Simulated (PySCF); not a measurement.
H7NSeSi2.
SMILES with atom numbers: `[NH2:1][SiH2:2][SiH2:3][SeH:4]` (hydrogens: H5, H6 on N1; H7, H8 on Si2; H9, H10 on Si3; H11 on Se4)

Method: PBE0-D3(BJ)/def2-SVP geometry optimisation, gas phase (PySCF); density fitting, grid level 1; the optimiser is geomeTRIC in internal coordinates, started from a GFN2-xTB structure with every atom displaced at random (about 0.01 Å).

The end geometry, which sets the zero of energy:
```
atom  x, y, z in Å
N1     -2.0180   -0.1739   -0.8745
Si2    -0.7904    0.3123    0.2515
Si3     1.3255   -0.2922   -0.5470
Se4     2.8789    0.4110    0.9898
H5     -1.9554    0.1388   -1.8373
H6     -2.9867   -0.1913   -0.5732
H7     -0.7192    1.7748    0.5921
H8     -1.0350   -0.4208    1.5332
H9      1.6935    0.4470   -1.7941
H10     1.4421   -1.7582   -0.8202
H11     2.2030   -0.2741    2.1042
```

**Question.** These geometries come from the run, each turned onto the end geometry. Order them by energy, lowest first.
A.
```
atom  x, y, z in Å
N1     -1.9190   -0.2038   -0.8446
Si2    -0.8043    0.3265    0.3297
Si3     1.2147   -0.2992   -0.5875
Se4     2.9837    0.1805    0.8890
H5     -1.8177    0.0760   -1.8239
H6     -2.9246   -0.1526   -0.6229
H7     -0.8365    1.7615    0.6839
H8     -1.1552   -0.4055    1.5356
H9      1.6821    0.4559   -1.7390
H10     1.4157   -1.7142   -0.9016
H11     2.1995   -0.0517    2.1058
```
B.
```
atom  x, y, z in Å
N1     -1.9962   -0.1908   -0.8679
Si2    -0.7741    0.2889    0.2705
Si3     1.3293   -0.3109   -0.5641
Se4     2.9272    0.2903    0.9751
H5     -1.9156    0.1338   -1.8261
H6     -2.9680   -0.1534   -0.5749
H7     -0.7186    1.7463    0.6347
H8     -1.0070   -0.4661    1.5414
H9      1.6862    0.4675   -1.7905
H10     1.3931   -1.7674   -0.8992
H11     2.0821   -0.0647    2.1256
```
C.
```
atom  x, y, z in Å
N1     -2.0058   -0.1780   -0.8671
Si2    -0.7765    0.2975    0.2644
Si3     1.3335   -0.3039   -0.5573
Se4     2.8791    0.3796    0.9911
H5     -1.9293    0.1416   -1.8268
H6     -2.9775   -0.1698   -0.5726
H7     -0.7015    1.7571    0.6193
H8     -1.0084   -0.4425    1.5437
H9      1.6805    0.4377   -1.8109
H10     1.4317   -1.7655   -0.8729
H11     2.1127   -0.1803    2.1137
```

**Answer.** C (0.004 eV), B (0.011 eV), A (0.248 eV).

In the order of the answer:

```
step  E above end (eV)  largest force (eV/Å)  rms force component (eV/Å)  rms distance from end (Å)  rms bond change (Å)  bond most changed (Å)
   4             0.004                  0.12                       0.032                      0.049                0.002         Si3–Se4 -0.003
   2             0.011                  0.07                       0.021                      0.094                0.001         Si3–Se4 +0.003
   0             0.248                  1.97                       0.563                      0.147                0.034         Si3–Se4 +0.058
```

The cost below is that of the whole optimisation. The run took 49 s wall on one thread of an Arm Neoverse V1, on a shared host, and the process peaked at 0.50 GiB of memory.
